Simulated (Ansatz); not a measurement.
Ansatz (a first-principles code) input (B3LYP-D3(BJ)/def2-TZVP):

Ansatz 0.2 input:
```yaml
crystal:
  periodic: [false, false, false]
  atoms:
    - {symbol: Tl, position_ang: [-0.00000000, -0.00000000, -1.13760339]}
    - {symbol: I, position_ang: [0.00000000, 0.00000000, 1.73860141]}
basis:
  gaussian:
    orbitals: def2-TZVP
hamiltonian:
  xc: b3lyp
  dispersion: d3bj
phonons: {temperatures: {t_min: 298.15, t_max: 298.15, t_step: 100}}
```

Output:

```
Functional definition: B3LYP
integrals: 0.03 GiB planned
857 factors; their error is unknown
mean field: 0.30 GiB planned
mean field evaluation 1: about -12801.0452 eV, gradient 1.4e1 eV
mean field evaluation 2: about -12797.3469 eV, gradient 3.6e1 eV
mean field evaluation 4: about -12801.9583 eV, gradient 1.8e0 eV
mean field evaluation 8: about -12802.2315 eV, gradient 7.5e-2 eV
mean field evaluation 16: about -12802.2315 eV, gradient 3.1e-5 eV
mean field -12802.23153473 eV, -470.4733312370 hartree, gradient 3.1e-5 eV, S^2 0.000000; 0 other end points of the search recorded, 0 dependent functions left out
the calculation of the forces begins
reference -12802.23172973 eV, -470.4733384032 hartree; 23, 23 occupied and 77, 77 virtual orbitals, 857 factors
these checks for a lower state are left out or cut short: stability, starts, cluster_reference, orbital_swaps, neighbouring_geometries, increment
integrals: 0.03 GiB planned
857 factors; their error is unknown
mean field: 0.30 GiB planned
mean field -12802.23153474 eV, -470.4733312374 hartree, gradient 2.0e-6 eV, S^2 0.000000; 0 other end points of the search recorded, 0 dependent functions left out
the calculation of the forces begins
reference -12802.23172974 eV, -470.4733384035 hartree; 23, 23 occupied and 77, 77 virtual orbitals, 857 factors
these checks for a lower state are left out or cut short: stability, starts, cluster_reference, orbital_swaps, neighbouring_geometries, increment
integrals: 0.03 GiB planned
857 factors; their error is unknown
mean field: 0.30 GiB planned
mean field evaluation 32: about -12802.2315 eV, gradient 2.0e-6 eV
mean field -12802.23153474 eV, -470.4733312374 hartree, gradient 2.0e-6 eV, S^2 0.000000; 0 other end points of the search recorded, 0 dependent functions left out
the calculation of the forces begins
reference -12802.23172974 eV, -470.4733384035 hartree; 23, 23 occupied and 77, 77 virtual orbitals, 857 factors
these checks for a lower state are left out or cut short: stability, starts, cluster_reference, orbital_swaps, neighbouring_geometries, increment
integrals: 0.03 GiB planned
857 factors; their error is unknown
mean field: 0.30 GiB planned
mean field -12802.23153474 eV, -470.4733312374 hartree, gradient 2.0e-6 eV, S^2 0.000000; 0 other end points of the search recorded, 0 dependent functions left out
the calculation of the forces begins
reference -12802.23172974 eV, -470.4733384035 hartree; 23, 23 occupied and 77, 77 virtual orbitals, 857 factors
these checks for a lower state are left out or cut short: stability, starts, cluster_reference, orbital_swaps, neighbouring_geometries, increment
integrals: 0.03 GiB planned
857 factors; their error is unknown
mean field: 0.30 GiB planned
mean field -12802.23153474 eV, -470.4733312374 hartree, gradient 2.0e-6 eV, S^2 0.000000; 0 other end points of the search recorded, 0 dependent functions left out
the calculation of the forces begins
reference -12802.23172974 eV, -470.4733384035 hartree; 23, 23 occupied and 77, 77 virtual orbitals, 857 factors
these checks for a lower state are left out or cut short: stability, starts, cluster_reference, orbital_swaps, neighbouring_geometries, increment
integrals: 0.03 GiB planned
857 factors; their error is unknown
mean field: 0.30 GiB planned
mean field -12802.23149655 eV, -470.4733298340 hartree, gradient 2.0e-6 eV, S^2 0.000000; 0 other end points of the search recorded, 0 dependent functions left out
the calculation of the forces begins
reference -12802.23169150 eV, -470.4733369982 hartree; 23, 23 occupied and 77, 77 virtual orbitals, 857 factors
these checks for a lower state are left out or cut short: stability, starts, cluster_reference, orbital_swaps, neighbouring_geometries, increment
integrals: 0.03 GiB planned
857 factors; their error is unknown
mean field: 0.30 GiB planned
mean field evaluation 64: about -12802.2315 eV, gradient 2.0e-6 eV
mean field -12802.23153674 eV, -470.4733313111 hartree, gradient 2.0e-6 eV, S^2 0.000000; 0 other end points of the search recorded, 0 dependent functions left out
the calculation of the forces begins
reference -12802.23173180 eV, -470.4733384792 hartree; 23, 23 occupied and 77, 77 virtual orbitals, 857 factors
these checks for a lower state are left out or cut short: stability, starts, cluster_reference, orbital_swaps, neighbouring_geometries, increment
integrals: 0.03 GiB planned
857 factors; their error is unknown
mean field: 0.30 GiB planned
mean field -12802.23153474 eV, -470.4733312374 hartree, gradient 2.0e-6 eV, S^2 0.000000; 0 other end points of the search recorded, 0 dependent functions left out
the calculation of the forces begins
reference -12802.23172974 eV, -470.4733384035 hartree; 23, 23 occupied and 77, 77 virtual orbitals, 857 factors
these checks for a lower state are left out or cut short: stability, starts, cluster_reference, orbital_swaps, neighbouring_geometries, increment
integrals: 0.03 GiB planned
857 factors; their error is unknown
mean field: 0.30 GiB planned
mean field -12802.23153474 eV, -470.4733312374 hartree, gradient 2.0e-6 eV, S^2 0.000000; 0 other end points of the search recorded, 0 dependent functions left out
the calculation of the forces begins
reference -12802.23172974 eV, -470.4733384035 hartree; 23, 23 occupied and 77, 77 virtual orbitals, 857 factors
these checks for a lower state are left out or cut short: stability, starts, cluster_reference, orbital_swaps, neighbouring_geometries, increment
integrals: 0.03 GiB planned
857 factors; their error is unknown
mean field: 0.30 GiB planned
mean field -12802.23153474 eV, -470.4733312374 hartree, gradient 2.0e-6 eV, S^2 0.000000; 0 other end points of the search recorded, 0 dependent functions left out
the calculation of the forces begins
reference -12802.23172974 eV, -470.4733384035 hartree; 23, 23 occupied and 77, 77 virtual orbitals, 857 factors
these checks for a lower state are left out or cut short: stability, starts, cluster_reference, orbital_swaps, neighbouring_geometries, increment
integrals: 0.03 GiB planned
857 factors; their error is unknown
mean field: 0.30 GiB planned
mean field evaluation 96: about -12802.2315 eV, gradient 2.0e-6 eV
mean field -12802.23153474 eV, -470.4733312374 hartree, gradient 2.0e-6 eV, S^2 0.000000; 0 other end points of the search recorded, 0 dependent functions left out
the calculation of the forces begins
reference -12802.23172974 eV, -470.4733384035 hartree; 23, 23 occupied and 77, 77 virtual orbitals, 857 factors
these checks for a lower state are left out or cut short: stability, starts, cluster_reference, orbital_swaps, neighbouring_geometries, increment
integrals: 0.03 GiB planned
857 factors; their error is unknown
mean field: 0.30 GiB planned
mean field -12802.23153674 eV, -470.4733313111 hartree, gradient 2.0e-6 eV, S^2 0.000000; 0 other end points of the search recorded, 0 dependent functions left out
the calculation of the forces begins
reference -12802.23173180 eV, -470.4733384792 hartree; 23, 23 occupied and 77, 77 virtual orbitals, 857 factors
these checks for a lower state are left out or cut short: stability, starts, cluster_reference, orbital_swaps, neighbouring_geometries, increment
integrals: 0.03 GiB planned
857 factors; their error is unknown
mean field: 0.30 GiB planned
mean field -12802.23149655 eV, -470.4733298340 hartree, gradient 2.0e-6 eV, S^2 0.000000; 0 other end points of the search recorded, 0 dependent functions left out
the calculation of the forces begins
reference -12802.23169150 eV, -470.4733369982 hartree; 23, 23 occupied and 77, 77 virtual orbitals, 857 factors
Total energy: -12802.34192138 eV, -470.4773878717 hartree
Atom 0 at    -0.000000    -0.000000    -1.137603 Å, force    -0.000000     0.000000    -0.001957 eV/Å
Atom 1 at     0.000000     0.000000     1.738601 Å, force     0.000000    -0.000000     0.001957 eV/Å
Dipole moment:    -0.000000    -0.000000    -0.971294 e Å
Vibrations: 141.93 cm⁻¹, zero-point energy 0.008799 eV
```
